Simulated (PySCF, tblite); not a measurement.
Mg2+ and 4 × ammonia

A gas-phase complex of Mg2+ and 4 × ammonia; charge +2, singlet. The structure comes from a short search (6 tight-binding starts) and was relaxed by PBE0-D3(BJ)/def2-SVPD; another way of binding may lie lower. No frequency run checks that it is a minimum.

| part | name | SMILES | atoms | charge | multiplicity |
| --- | --- | --- | --- | --- | --- |
| 1 | Mg2+ | [Mg+2] | 1 | +2 | 1 |
| 2 | ammonia | N | 2–5 | 0 | 1 |
| 3 | ammonia | N | 6–9 | 0 | 1 |
| 4 | ammonia | N | 10–13 | 0 | 1 |
| 5 | ammonia | N | 14–17 | 0 | 1 |

Coordinates in Å:
```
Mg1     1.136   -0.484    1.369
N2      0.968   -0.307   -0.756
H3      0.022   -0.461   -1.118
H4      1.233    0.611   -1.123
H5      1.550   -0.967   -1.279
N6      0.156    1.170    2.307
H7      0.127    1.119    3.328
H8     -0.822    1.291    2.030
H9      0.589    2.076    2.110
N10     3.207   -0.485    1.907
H11     3.738    0.303    1.527
H12     3.376   -0.442    2.916
H13     3.724   -1.313    1.598
N14     0.234   -2.315    2.009
H15    -0.780   -2.255    2.138
H16     0.362   -3.097    1.361
H17     0.584   -2.667    2.904
```

Contacts between parts, classed by geometry: Mg1···N6 2.138 Å (ion contact); Mg1···N2 2.139 Å (ion contact); Mg1···N14 2.140 Å (ion contact); Mg1···N10 2.140 Å (ion contact).

Interaction energies are complex less parts, with the parts frozen as they stand in it; counterpoise-corrected, in kcal/mol (PySCF).

Q: Give the interaction energy at each level run.

A: 
```tsv
level	interaction	superposition error removed
wB97M-D3(BJ)/def2-SVPD	-294.61	-5.96
PBE0-D3(BJ)/def2-SVPD	-297.25	-5.87
```

Q: What holds them together? Decompose the wB97M-D3(BJ)/def2-SVPD energy: frozen parts, their antisymmetrised product, then relaxation.

A: electrostatic -273.0, Pauli repulsion +86.6, orbital relaxation -108.2, dispersion correction -6.1 kcal/mol, which sum to the value before the counterpoise correction; the Pauli term holds the exchange-correlation of the frozen density too. Of the attraction, 70 % is electrostatic, 28 % is orbital relaxation, 2 % is dispersion correction.

The parts were also relaxed and run alone, at the levels used for the complex: shieldings by PBE0/pcSseg-1; core levels by delta-SCF with SCAN, pcX-2 on the ionised atom and pcseg-1 elsewhere, spin-free X2C.

Values alone: shielding of Mg1 (ppm): 694.7; shielding of N6 (ppm): 266.6; shielding of N2 (ppm): 266.6; Mg1 1s core level (eV): 1334.62; N6 1s core level (eV): 405.54; N14 1s core level (eV): 405.54.

Q: What does binding change?

A: 
```
              property    alone  in the complex  change
shielding of Mg1 (ppm)    694.7           517.7  -177.0
 shielding of N6 (ppm)    266.6           256.0   -10.6
 shielding of N2 (ppm)    266.6           255.9   -10.7
Mg1 1s core level (eV)  1334.62         1319.97  -14.64
 N6 1s core level (eV)   405.54          415.41   +9.87
N14 1s core level (eV)   405.54          415.40   +9.86
```

Multiply charged ions in the gas phase bind far more strongly than in solution.

The 4 runs behind this took 2.8 min in all, one thread each of Arm Neoverse V1 on a shared host, launched as `OMP_NUM_THREADS=1 python cluster_run.py task.json out`.
